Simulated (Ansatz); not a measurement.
The cluster Ge4O5, relaxed as a singlet with RKS PBE-D4/def2-SVP in Ansatz, starting from the GFN2-xTB geometry. Force threshold 0.02 eV/Å.

The structure comes from a short search, and lower isomers may exist.

Start:

Cartesian coordinates in Å:
```
Ge 2.570 -0.407 -0.250
Ge -0.192 -0.777 -2.380
Ge 0.616 2.106 1.218
Ge -1.610 -0.363 0.649
O -1.365 -0.603 -1.027
O 1.376 -0.719 -1.556
O -2.382 -1.352 1.611
O -0.878 1.109 1.126
O 1.866 1.007 0.608
```

```csv
step,energy (eV),largest force component (eV/Å),SCF passes
1,-236232.4871,2.915,21
2,-236232.7411,1.021,22
3,-236232.7729,0.875,28
4,-236232.8211,0.364,29
5,-236232.8455,0.222,22
6,-236232.8724,0.201,22
7,-236232.9046,0.282,22
8,-236232.9424,0.271,23
9,-236232.9843,0.182,22
10,-236233.0441,0.230,28
11,-236233.1458,0.341,29
13,-236233.4250,0.666,27
15,-236233.6625,0.904,28
17,-236234.1076,0.602,28
19 (rejected),-236234.1407,1.013,28
21,-236234.1904,0.122,23
23,-236234.2145,0.689,27
25,-236234.3056,0.693,27
27,-236234.4225,0.304,28
29,-236234.4471,0.055,28
31 (rejected),-236234.4496,0.185,28
33,-236234.4547,0.072,21
35,-236234.4558,0.035,22
37,-236234.4564,0.029,22
39,-236234.4566,0.006,21
40,-236234.4567,0.003,21
```

Force components are those of the run's own axes.

End:

```xyz
9

Ge    1.5224   -1.0555    2.0542
Ge   -1.5635   -0.8698   -2.7667
Ge    0.5423    2.2015    1.5846
Ge   -0.3093   -0.1708   -0.5398
O    -1.9838   -0.7350   -0.9629
O     0.1373   -0.2909   -2.2969
O     0.5829   -1.2985    0.5028
O    -0.2535    1.4849    0.1006
O     1.3253    0.7340    2.3240
```

Bonds lost: Ge1–O6 (atoms count from 1). Bonds formed: Ge1–O7, Ge2–Ge4, Ge4–O6 (atoms count from 1). The end is the same structure that another start reached, the lowest one found.

The force fell under the threshold at step 38, but the optimiser went on. No frequencies were taken in this run, so the end may be a saddle point.

Run time 2 min (4 threads of Arm Neoverse V2 on a shared host).
